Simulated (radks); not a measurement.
Q: Neutral selenium, configuration [Ar] 3d10 4s2 4p4. All-electron calculation, Dirac Kohn-Sham, exchange-only LDA, spin-unpolarised, spherical densities, finite nucleus; open shells are shared between the two j in proportion to 2j + 1; Fermi nuclear charge, rms radius 4.14 fm. Program: a radial shooting solver on a logarithmic mesh with Libxc functionals.

Spin-orbit splittings of the eigenvalues, e(l+1/2) - e(l-1/2), with zeta = 2 splitting/(2l+1) and mean radii in bohr:

shell  occ.  splitting (eV)  zeta (eV)  <r> j=l-1/2  <r> j=l+1/2
2p        6               ?          ?       0.1687       0.1725
3p        6           5.880      3.920       0.5834       0.5941
3d       10          0.8946     0.3578       0.6294       0.6338
4p        4          0.3775     0.2517        2.296        2.353

Estimate the 2p splitting.

A: 41.67 eV (zeta = 27.78 eV).
